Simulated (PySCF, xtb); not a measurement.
ScF₂, SMILES [Sc+]([F])[F], charge +1.

GFN2-xTB (xtb) at its own geometry gives an orbital gap of 3.19 eV.

The structure is a stationary point at PBE0-D3(BJ)/def2-TZVP. The spin state was assumed, not searched. The isomer is the one that the SMILES or the coordinates give; other isomers of the formula were not compared.

What does ωB97X/def2-TZVPD in PySCF give? (The exact figures need the calculation; the answer reports its results.)

gap 13.48 eV (levels -19.89 and -6.41 eV).
